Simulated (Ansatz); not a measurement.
`[CH3][Ga-]([Cl])([Cl])[OH+][SiH3]`, charge 0, multiplicity 1.

Give a relaxed structure at PBE0-D4/def2-TZVP (Ansatz). (An estimate is asked.)

The calculation gave: 
Z-matrix (Å, degrees):
```
C
Ga 1 1.948
H 1 1.091 2 109.8
H 1 1.090 2 110.3 3 -119.7
H 1 1.091 2 110.2 3 119.4
Cl 2 2.176 1 120.4 3 -73.6
Cl 2 2.186 1 120.9 3 77.4
O 2 2.102 1 106.8 3 178.2
Si 8 1.697 2 126.0 1 101.8
H 8 0.967 2 102.4 1 -120.2
H 9 1.483 8 106.2 2 -167.5
H 9 1.474 8 104.7 2 -49.2
H 9 1.477 8 110.5 2 72.8
```
This is one stationary point; other conformers may exist.
